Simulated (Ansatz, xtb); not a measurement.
**GeH5NP: where a starting geometry ends**

The starting geometry of this gas-phase doublet was built from a drawn formula by distance geometry and a force field; its bonds are those of `[NH2+]1[PH2][GeH-]1`.

```xyz
8

Ge   -0.2257   -2.6240    0.4137
N    -0.9290   -1.0188   -0.2251
P     0.6981   -0.6158    0.1473
H    -1.1363   -1.0114   -1.2311
H    -1.6072   -0.5686    0.3914
H     0.7105    0.2240    1.2541
H     1.4669   -0.4092   -1.0114
H     0.1050   -3.5423   -0.8196
```

Problem. Predict what it relaxes into with r2SCAN-D4/def2-SVP.

Solution. A bond breaks, leaving `[NH2][GeH][PH2]`. Contacts that open: N2–P3 (1.72 → 3.36 Å).

The energy falls by 4.17 eV over 39 steps:

```csv
step,E − E(last) (eV)
1,4.168
5,1.331
9,0.365
14,0.046
18,0.040
22,0.035
26,0.029
31,0.006
35,0.000
39,0.000
```

Final geometry (Å):

```xyz
8

Ge   -0.3109   -1.8422    0.3409
N    -1.4525   -1.3070   -1.0130
P     1.6504   -0.5749    0.0327
H    -2.1998   -1.9612   -1.2405
H    -1.8471   -0.3714   -0.9327
H     2.1593   -0.8547    1.3398
H     1.0533    0.6559    0.4533
H     0.0296   -3.3106   -0.0614
```

From the same start GFN2-xTB reaches the same bonding as this run.

No frequencies were run, so the end isn't proven a minimum. Open shells are spin-unrestricted. Run with Ansatz 0.2.0, 110 s on 2 threads of Intel(R) Xeon(R) 6975P-C (Granite Rapids), on a shared host.
